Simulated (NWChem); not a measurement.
System: GeSiH3Cl, singlet; SMILES [SiH3][Ge][Cl]

Input file for NWChem:

```
start job
memory heap 200 mb stack 900 mb global 1100 mb
geometry units angstroms
  Ge     0.718762     0.193753     0.471952
  Cl    -0.747337     1.520101    -0.571408
  Si    -0.614407    -1.899044     0.080566
  H      0.053353    -3.100138     0.664671
  H     -0.786865    -2.133850    -1.382231
  H     -1.966091    -1.777165     0.699096
end
basis spherical
  * library def2-svp
end
dft
  xc becke88 lyp
  iterations 150
end
driver
  maxiter 120
end
task dft optimize
task dft freq
```

Parts of the log:

```
             Northwest Computational Chemistry Package (NWChem) 7.3.0
             --------------------------------------------------------

 C1  symmetry detected

                             Geometry "geometry" -> ""
                             -------------------------

 Output coordinates in angstroms (scale by  1.889725989 to convert to a.u.)

  No.       Tag          Charge          X              Y              Z
 ---- ---------------- ---------- -------------- -------------- --------------
    1 Ge                  32.0000     0.83561005    -0.16505286    -0.00004703
    2 Cl                  17.0000    -0.86109822    -1.62053436    -0.00002155
    3 Si                  14.0000    -0.65534708     1.85667133    -0.00007317
    4 H                    1.0000     0.13068022     3.12624672    -0.00702259
    5 H                    1.0000    -1.52141639     1.85795477     1.21424679
    6 H                    1.0000    -1.53525654     1.85317553    -1.20432838

 Effective nuclear repulsion energy (a.u.)     296.7057643153

                                Z-matrix (autoz)
                                --------

 Units are Angstrom for bonds and degrees for angles

      Type          Name      I     J     K     L     M      Value
      ----------- --------  ----- ----- ----- ----- ----- ----------
    1 Stretch                  1     2                       2.23545
    2 Stretch                  1     3                       2.51204
    3 Stretch                  3     4                       1.49322
    4 Stretch                  3     5                       1.49153
    5 Stretch                  3     6                       1.49147
    6 Bend                     1     3     4               111.82943
    7 Bend                     1     3     5               110.20136
    8 Bend                     1     3     6               110.38209
    9 Bend                     2     1     3                94.21628
   10 Bend                     4     3     5               107.98181
   11 Bend                     4     3     6               107.98626
   12 Bend                     5     3     6               108.34872
   13 Torsion                  2     1     3     4        -179.71360
   14 Torsion                  2     1     3     5          60.17050
   15 Torsion                  2     1     3     6         -59.46947

                           NWChem Geometry Optimization
                           ----------------------------

 maximum gradient threshold         (gmax) =   0.000450
 rms gradient threshold             (grms) =   0.000300
 maximum cartesian step threshold   (xmax) =   0.001800
 rms cartesian step threshold       (xrms) =   0.001200
 fixed trust radius                (trust) =   0.300000
 source of zmatrix                         =   autoz

          -------------------
          Energy Minimization
          -------------------

 Using diagonal initial Hessian
 Scaling for Hessian diagonals: bonds = 1.00  angles = 0.25  torsions = 0.10

          --------
          Step   0

                                 NWChem DFT Module
                                 -----------------

 Summary of "ao basis" -> "ao basis" (spherical)
 ------------------------------------------------------------------------------
       Tag                 Description            Shells   Functions and Types
 ---------------- ------------------------------  ------  ---------------------
 Ge                         def2-svp                12       32   5s4p3d
 Cl                         def2-svp                 8       18   4s3p1d
 Si                         def2-svp                 8       18   4s3p1d
 H                          def2-svp                 3        5   2s1p

            General Information
            -------------------
          SCF calculation type: DFT
          Wavefunction type:  closed shell.
          No. of atoms     :     6
          No. of electrons :    66
           Alpha electrons :    33
            Beta electrons :    33
          Charge           :     0
          Spin multiplicity:     1
          Use of symmetry is: off; symmetry adaption is: off
          Maximum number of iterations: 150
          AO basis - number of functions:    83
                     number of shells:    37
          Convergence on energy requested:  1.00D-06
          Convergence on density requested:  1.00D-05
          Convergence on gradient requested:  5.00D-04

              XC Information
              --------------
                    Becke 1988 Exchange Functional  1.000
              Lee-Yang-Parr Correlation Functional  1.000

             Grid Information
             ----------------
          Grid used for XC integration:  medium
          Radial quadrature: Mura-Knowles
          Angular quadrature: Lebedev.
          Tag              B.-S. Rad. Rad. Pts. Rad. Cut. Ang. Pts.
          ---              ---------- --------- --------- ---------
          Ge                  1.25      112          10.0       590
          Cl                  1.00       88          12.0       590
          Si                  1.10       88          10.0       590
          H                   0.35       45          11.0       434
          Grid pruning is: on
          Number of quadrature shells:   423
          Spatial weights used:  Erf1

      Superposition of Atomic Density Guess
      -------------------------------------

 Sum of atomic energies:       -2824.60339093

      Non-variational initial energy
      ------------------------------

 Total energy =   -2824.968871
 1-e energy   =   -4524.032077
 2-e energy   =    1402.357441
 HOMO         =      -0.200002
 LUMO         =      -0.071503

   convergence    iter        energy       DeltaE   RMS-Dens  Diis-err
 ---------------- ----- ----------------- --------- --------- ---------
 d= 0,ls=0.0,diis     1  -2827.9952735696 -3.12D+03  2.33D-02  4.76D-01
 d= 0,ls=0.0,diis     2  -2827.6365028186  3.59D-01  1.81D-02  2.23D+00
 d= 0,ls=0.0,diis     3  -2828.0401727220 -4.04D-01  4.46D-03  1.61D-01
 d= 0,ls=0.0,diis     4  -2828.0606006461 -2.04D-02  8.37D-04  8.37D-03
 d= 0,ls=0.0,diis     5  -2828.0611642167 -5.64D-04  3.48D-04  5.97D-04
  Resetting Diis
 d= 0,ls=0.0,diis     6  -2828.0612464361 -8.22D-05  1.42D-04  6.73D-05
 d= 0,ls=0.0,diis     7  -2828.0612604852 -1.40D-05  1.24D-04  8.00D-06
 d= 0,ls=0.0,diis     8  -2828.0612556257  4.86D-06  7.70D-05  3.68D-05
 d= 0,ls=0.0,diis     9  -2828.0612619870 -6.36D-06  1.36D-05  5.51D-07
 d= 0,ls=0.0,diis    10  -2828.0612620842 -9.72D-08  2.94D-06  4.50D-08

         Total DFT energy =    -2828.061262084218
      One electron energy =    -4523.739144877982
           Coulomb energy =     1528.260167947617
    Exchange-Corr. energy =     -129.288049469108
 Nuclear repulsion energy =      296.705764315256

 Numeric. integr. density =       65.999998103300

                       DFT Final Molecular Orbital Analysis
                       ------------------------------------

 Vector   31  Occ=2.000000D+00  E=-2.817914D-01
              MO Center= -7.7D-01, -1.2D+00,  9.5D-04, r^2= 2.4D+00
   Bfn.  Coefficient  Atom+Function         Bfn.  Coefficient  Atom+Function
  ----- ------------  ---------------      ----- ------------  ---------------
    45      0.582022  2 Cl pz                42      0.439511  2 Cl pz
    39      0.256596  2 Cl pz                17      0.141341  1 Ge pz
    14      0.115904  1 Ge pz                74     -0.106250  5 H  s
    79      0.105168  6 H  s                 60     -0.083207  3 Si pz
    63     -0.078127  3 Si pz                11     -0.067425  1 Ge pz

 Vector   32  Occ=2.000000D+00  E=-2.760917D-01
              MO Center= -5.3D-01, -8.6D-01, -1.3D-03, r^2= 3.9D+00
   Bfn.  Coefficient  Atom+Function         Bfn.  Coefficient  Atom+Function
  ----- ------------  ---------------      ----- ------------  ---------------
    44      0.509028  2 Cl py                41      0.380989  2 Cl py
    38      0.222193  2 Cl py                43     -0.185087  2 Cl px
     4     -0.180607  1 Ge s                 12     -0.147206  1 Ge px
    40     -0.144751  2 Cl px                69      0.136470  4 H  s
     5     -0.132546  1 Ge s                 70      0.115492  4 H  s

[...]

      ----------------------
      Optimization converged
      ----------------------

  Step       Energy      Delta E   Gmax     Grms     Xrms     Xmax
  ---- ---------------- -------- -------- -------- -------- --------
@    5   -2828.06159099 -1.9D-07  0.00005  0.00003  0.00090  0.00177
                                     ok       ok       ok       ok

                                Z-matrix (autoz)
                                --------

 Units are Angstrom for bonds and degrees for angles

      Type          Name      I     J     K     L     M      Value     Gradient
      ----------- --------  ----- ----- ----- ----- ----- ---------- ----------
    1 Stretch                  1     2                       2.24744    0.00003
    2 Stretch                  1     3                       2.53697    0.00002
    3 Stretch                  3     4                       1.50709   -0.00005
    4 Stretch                  3     5                       1.50604   -0.00005
    5 Stretch                  3     6                       1.50596   -0.00005
    6 Bend                     1     3     4               113.04543   -0.00003
    7 Bend                     1     3     5               109.88368    0.00001
    8 Bend                     1     3     6               109.97816    0.00002
    9 Bend                     2     1     3                93.12143   -0.00002
   10 Bend                     4     3     5               107.90060    0.00000
   11 Bend                     4     3     6               107.91863    0.00000
   12 Bend                     5     3     6               107.95804   -0.00000
   13 Torsion                  2     1     3     4        -179.85057   -0.00000
   14 Torsion                  2     1     3     5          59.54832    0.00001
   15 Torsion                  2     1     3     6         -59.15940   -0.00001

                         Geometry "geometry" -> "geometry"
                         ---------------------------------

 Output coordinates in angstroms (scale by  1.889725989 to convert to a.u.)

  No.       Tag          Charge          X              Y              Z
 ---- ---------------- ---------- -------------- -------------- --------------
    1 Ge                  32.0000     0.85684382    -0.18513318    -0.00211738
    2 Cl                  17.0000    -0.87904517    -1.61260544     0.00199825
    3 Si                  14.0000    -0.64543083     1.85922251    -0.00014159
    4 H                    1.0000     0.12273408     3.15583162    -0.00590118
    5 H                    1.0000    -1.52473609     1.84754105     1.22249673
    6 H                    1.0000    -1.53719377     1.84360458    -1.21358076

 Effective nuclear repulsion energy (a.u.)     294.8346526768

                Final and change from initial internal coordinates
                --------------------------------------------------

                                Z-matrix (autoz)
                                --------

 Units are Angstrom for bonds and degrees for angles

      Type          Name      I     J     K     L     M      Value       Change
      ----------- --------  ----- ----- ----- ----- ----- ---------- ----------
    1 Stretch                  1     2                       2.24744    0.01199
    2 Stretch                  1     3                       2.53697    0.02494
    3 Stretch                  3     4                       1.50709    0.01386
    4 Stretch                  3     5                       1.50604    0.01451
    5 Stretch                  3     6                       1.50596    0.01449
    6 Bend                     1     3     4               113.04543    1.21600
    7 Bend                     1     3     5               109.88368   -0.31768
    8 Bend                     1     3     6               109.97816   -0.40393
    9 Bend                     2     1     3                93.12143   -1.09485
   10 Bend                     4     3     5               107.90060   -0.08121
   11 Bend                     4     3     6               107.91863   -0.06763
   12 Bend                     5     3     6               107.95804   -0.39068
   13 Torsion                  2     1     3     4        -179.85057   -0.13697
   14 Torsion                  2     1     3     5          59.54832   -0.62218
   15 Torsion                  2     1     3     6         -59.15940    0.31007

[...]

 Rotational Constants
 --------------------
 A=   0.169052 cm-1  (  0.243222 K)
 B=   0.080589 cm-1  (  0.115947 K)
 C=   0.055651 cm-1  (  0.080068 K)

 Temperature                      =   298.15K
 frequency scaling parameter      =   1.0000

 Zero-Point correction to Energy  =   15.233 kcal/mol  (  0.024275 au)
 Thermal correction to Energy     =   18.958 kcal/mol  (  0.030211 au)
 Thermal correction to Enthalpy   =   19.550 kcal/mol  (  0.031155 au)

 Total Entropy                    =   80.292 cal/mol-K
   - Translational                =   40.700 cal/mol-K (mol. weight = 139.8912)
   - Rotational                   =   27.144 cal/mol-K (symmetry #  =        1)
   - Vibrational                  =   12.448 cal/mol-K

 Cv (constant volume heat capacity) =   17.669 cal/mol-K
   - Translational                  =    2.979 cal/mol-K
   - Rotational                     =    2.979 cal/mol-K
   - Vibrational                    =   11.710 cal/mol-K

[normal modes left out]

 ----------------------------------------------------------------------------
 Normal Eigenvalue ||           Projected Infra Red Intensities
  Mode   [cm**-1]  || [atomic units] [(debye/angs)**2] [(KM/mol)] [arbitrary]
 ------ ---------- || -------------- ----------------- ---------- -----------
    1       -0.000 ||    0.000374           0.009         0.365       0.095
    2       -0.000 ||    0.000429           0.010         0.418       0.109
    3        0.000 ||    0.000042           0.001         0.041       0.011
    4        0.000 ||    0.000183           0.004         0.179       0.047
    5        0.000 ||    0.000086           0.002         0.083       0.022
    6        0.000 ||    0.000090           0.002         0.088       0.023
    7       72.830 ||    0.000136           0.003         0.133       0.035
    8      108.295 ||    0.001691           0.039         1.649       0.430
    9      281.359 ||    0.015514           0.358        15.124       3.947
   10      343.645 ||    0.018741           0.432        18.269       4.767
   11      367.973 ||    0.046865           1.081        45.686      11.922
   12      443.775 ||    0.010633           0.245        10.366       2.705
   13      824.709 ||    0.254910           5.881       248.499      64.847
   14      907.628 ||    0.045807           1.057        44.655      11.653
   15      919.208 ||    0.032388           0.747        31.574       8.239
   16     2118.281 ||    0.074265           1.713        72.397      18.892
   17     2135.235 ||    0.109605           2.529       106.848      27.882
   18     2137.861 ||    0.095815           2.211        93.405      24.374
 ----------------------------------------------------------------------------
```

Level: BLYP/def2-SVP. Low-valent species are run as closed-shell singlets; no triplet was tried in these runs.
